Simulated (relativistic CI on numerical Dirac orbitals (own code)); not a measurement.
# One change at a time: Pt LV

Base calculation: Dirac-Coulomb-Breit CI, separate exchange-only KLI orbitals for each configuration, a model potential for QED, unscaled Slater integrals.

Configurations in the expansion (outside the closed core [Ne]): 3s2 3p6 3d6, 3s2 3p5 3d7, 3s2 3p4 3d8, 3s 3p6 3d7, 3p6 3d8, 3s 3p5 3d8, 3s2 3p6 3d5 4s, 3s2 3p6 3d5 4p, 3s2 3p4 3d7 4s, 3s2 3p6 3d5 4d, 3s2 3p4 3d7 4p, 3s2 3p5 3d6 4s, 3s2 3p6 3d5 4f, 3s2 3p4 3d7 4d, 3s 3p5 3d7 4s, 3s2 3p5 3d6 4p, 3s2 3p5 3d6 4d, 3s2 3p6 3d4 4s2, 3s 3p6 3d6 4s, 3p6 3d7 4s, 3p6 3d7 4p, 3s2 3p6 3d5 5s, 3p6 3d7 4d, 3s 3p6 3d5 4s2. Levels of other configurations are missing.

Variants: (1) valence Slater integrals scaled by 0.9; (2) only the first 3 configurations; (3) only the first configuration. Shifts of the energy above 3s2 3p6 3d6 3F_4, in eV, for the lowest level and the first level of each name with at least 55 % of one term (blank where a level changes its place among those of its configuration and J or its character, or is not in the variant):

```
            Level     Base    Δ(1)    Δ(2)    Δ(3)
 3s2 3p6 3d6 3F_4    0.000   0.000   0.000   0.000
 3s2 3p6 3d6 5D_3   82.671  +0.822  -0.036  -0.391
 3s2 3p6 3d6 3H_6   92.559  -0.636  -0.209  -1.268
 3s2 3p6 3d6 3G_5   92.610  -0.532  -0.128  -0.869
 3s2 3p6 3d6 3P_1  117.907  -2.501  +0.222  +0.827
 3s2 3p6 3d6 3F_3  119.549  -2.908  +0.146  +0.639
 3s2 3p6 3d6 5D_2  171.035  +0.989  +0.076  -0.206
 3s2 3p6 3d6 5D_0  174.087  +0.659  -0.127  -0.055
 3s2 3p6 3d6 3H_5  182.247  -0.446  -0.165  -1.040
 3s2 3p6 3d6 1I_6  185.776  -0.968  -0.263  -1.426
 3s2 3p6 3d6 1D_2  232.688  -5.259  +0.183  +1.324
 3s2 3p6 3d6 1S_0  252.069  -6.871  +0.203  +2.295
3s2 3p5 3d7 5G°_6  429.552  +3.405  -0.101        
3s2 3p5 3d7 3P°_0  441.444  +2.405  +1.293        
3s2 3p5 3d7 5G°_5  519.898  +3.209  +0.086        
3s2 3p5 3d7 3I°_7  542.053  +0.560  -0.138
```

At this charge energies of transitions that change n are usually good to better than 1 %, and those within a shell (Δn = 0) to a few per cent.

Ionisation energy from the two ground configurations alone: base 5270.67 eV. The NIST ASD value (theoretical) is 5270 eV.

LS names give the leading component of a level, which can be under half, so a name can repeat, a term be missing and a line seem to break the LS rules.
